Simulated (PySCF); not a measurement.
## Bond length, frequency and bond energy of GaI by level of theory

State: ¹Σ⁺ (singlet), closed shell. Set-up: Ga x2c-TZVPPall, I x2c-TZVPPall; spin-free X2C with a Gaussian nucleus (PySCF 2.14). De refers to Ga + I in their high-spin ground configurations, without counterpoise correction. A positive dipole means Ga(−)I(+).

```json
{"Level": "RHF", "Re (Å)": "2.627", "ωe (cm⁻¹)": "208", "De (eV)": "2.70", "μ (D)": "-3.01"}
{"Level": "RHF-MP2", "Re (Å)": "2.554", "ωe (cm⁻¹)": "228", "De (eV)": "3.91", "μ (D)": "n/a"}
{"Level": "RHF-SCS-MP2", "Re (Å)": "2.571", "ωe (cm⁻¹)": "224", "De (eV)": "3.75", "μ (D)": "n/a"}
{"Level": "RHF-CCSD", "Re (Å)": "2.573", "ωe (cm⁻¹)": "224", "De (eV)": "3.59", "μ (D)": "n/a"}
{"Level": "RHF-CCSD(T)", "Re (Å)": "2.570", "ωe (cm⁻¹)": "225", "De (eV)": "3.72", "μ (D)": "n/a"}
{"Level": "PBE", "Re (Å)": "2.603", "ωe (cm⁻¹)": "211", "De (eV)": "3.94", "μ (D)": "-2.37"}
{"Level": "revPBE", "Re (Å)": "2.620", "ωe (cm⁻¹)": "207", "De (eV)": "3.74", "μ (D)": "-2.48"}
{"Level": "BLYP", "Re (Å)": "2.636", "ωe (cm⁻¹)": "202", "De (eV)": "3.74", "μ (D)": "-2.54"}
{"Level": "r²SCAN", "Re (Å)": "2.578", "ωe (cm⁻¹)": "219", "De (eV)": "3.88", "μ (D)": "-2.28"}
{"Level": "B3LYP", "Re (Å)": "2.614", "ωe (cm⁻¹)": "209", "De (eV)": "3.71", "μ (D)": "-2.65"}
{"Level": "PBE0", "Re (Å)": "2.586", "ωe (cm⁻¹)": "217", "De (eV)": "3.82", "μ (D)": "-2.51"}
{"Level": "B97-3", "Re (Å)": "2.610", "ωe (cm⁻¹)": "212", "De (eV)": "3.75", "μ (D)": "-2.71"}
{"Level": "HSE06", "Re (Å)": "2.589", "ωe (cm⁻¹)": "216", "De (eV)": "3.85", "μ (D)": "-2.51"}
```

Task: Which functional lies closest to RHF-CCSD(T) in De, which farthest, and by how much do they differ from it?

Result: Closest is B3LYP (+4.4 pm in Re, -7.1 % in ωe, -0.01 eV in De against RHF-CCSD(T) in the same basis), farthest PBE (+3.3 pm in Re, -6.2 % in ωe, +0.22 eV in De). CCSD(T) converges more slowly with the basis than the functionals do and binds too weakly in this one, so the order can change at the basis-set limit.

Task: What does the step from GGA to meta-GGA do here, going from PBE to r²SCAN?

Result: r²SCAN less PBE: -2.5 pm in Re, +3.8 % in ωe, -0.06 eV in De. 

Task: What does the three-parameter hybrid form, with a fifth of exact exchange, do here, going from BLYP to B3LYP?

Result: B3LYP less BLYP: -2.2 pm in Re, +3.5 % in ωe, -0.03 eV in De. Exact exchange removes part of the self-interaction that spreads semilocal densities, and in most molecules shortens and stiffens the bond and lowers De; so it does here.

Correlated steps freeze 27 core orbitals. Spin–orbit coupling is left out, which matters for elements this heavy, above all for dissociation energies. Where the molecule has an RHF reference, its open-shell atoms are computed with UHF.

The whole job (state search and all levels along the bond) took about 9.7 min on 2 threads of Arm Neoverse V1 (shared host), peak memory 3.3 GiB.
